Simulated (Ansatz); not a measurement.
Reaction (ligand exchange at the As–S bond): `CS[AsH2]` + `O[SiH3]` → `[SiH3]O[AsH2]` + CH₃SH

Gas-phase electronic energies from Ansatz, PBE0-D4/def2-TZVP geometries. CCSD(T)/CBS adds triple-zeta CCSD(T) − MP2 to the extrapolated MP2 energy (def2 sets, frozen cores). This one scheme is used for every species. Functionals use def2-TZVPP. B3LYP here is the variant with VWN-RPA as its local correlation; programs differ in this. For As outer-core shells are correlated without core-valence functions, which leaves a few kJ/mol of doubt a bond. Scalar relativity is left out up to krypton.

```csv
level,ΔE (kcal/mol)
B3LYP-D4,10.1
B2PLYP,9.8
r2SCAN0,11.8
CAM-B3LYP,8.7
```

What does CCSD(T)/CBS give? (Best estimate.)

The calculation gave: +10.9 kcal/mol. The listed levels differ from it by -0.8, -1.1, 0.9, -2.2 kcal/mol.

What do rigid-rotor, harmonic-oscillator terms from PBE0-D4/def2-TZVP frequencies (298.15 K, 1 bar) make of the CCSD(T)/CBS value? (Estimate.)

The calculation gave: ΔZPE = -1.2 kcal/mol, ΔH = +9.7 kcal/mol, ΔS = 9 J/(mol·K), ΔG = +9.1 kcal/mol. Modes under 50 cm⁻¹ make the entropy rough.

Largest T1 diagnostic among the species: 0.012.

In def2-TZVPP, CCSD(T) changes the Hartree–Fock value by +2.1 kcal/mol (the triples alone add +0.4 kcal/mol) and MP2 by +3.4 kcal/mol. At CCSD(T), def2-SVP lies −3.1 kcal/mol from the extrapolated value and def2-TZVPP −1.3 kcal/mol.
